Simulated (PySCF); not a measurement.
SMILES FC(F)(F)CC[Si](F)(F)F (C3H4F6Si), GFN2-xTB optimised geometry.

```
14

F      1.89     0.25     0.00
C      0.55     0.25     0.00
F      0.17    -0.26    -1.18
F      0.17     1.54     0.00
C     -0.02    -0.52     1.18
C     -1.55    -0.49     1.15
Si    -2.32    -1.42     2.58
F     -1.97    -2.97     2.59
F     -1.83    -0.90     4.00
F     -3.90    -1.35     2.63
H      0.37    -0.06     2.09
H      0.36    -1.54     1.11
H     -1.89    -0.90     0.20
H     -1.88     0.56     1.16
```

Density from PBE0/def2-TZVP (PySCF 2.14.0) at that geometry.

Minimum of the electron density along straight lines between bonded atoms, close to the bond critical point (lines longer than 1.1 times the sum of covalent radii, or with two minima, are not listed):

| bond | length / Å | ρ at the minimum / e bohr⁻³ | ∇²ρ there / e bohr⁻⁵ | position (fraction from the first atom) |
|---|---|---|---|---|
| F1–C2 | 1.340 | 0.285 | -0.45 | 0.66 |
| C2–F3 | 1.341 | 0.284 | -0.44 | 0.34 |
| C2–F4 | 1.341 | 0.284 | -0.44 | 0.34 |
| C2–C5 | 1.517 | 0.266 | ? | 0.54 |
| C5–C6 | 1.532 | ? | -0.56 | 0.50 |
| C6–Si7 | 1.880 | ? | 0.11 | 0.61 |
| Si7–F8 | 1.585 | 0.146 | 1.07 | 0.42 |
| Si7–F9 | 1.585 | 0.145 | 1.07 | 0.42 |
| Si7–F10 | 1.582 | 0.146 | 1.05 | 0.42 |
| C5–H11 | 1.091 | 0.281 | -0.98 | 0.65 |
| C5–H12 | 1.091 | 0.281 | -0.98 | 0.65 |
| C6–H13 | 1.093 | 0.275 | -0.93 | 0.65 |
| C6–H14 | 1.093 | 0.275 | -0.93 | 0.65 |

Fill in the missing entries.


- C2–C5, ∇²ρ there / e bohr⁻⁵: -0.72
- C5–C6, ρ at the minimum / e bohr⁻³: 0.238
- C6–Si7, ρ at the minimum / e bohr⁻³: 0.128
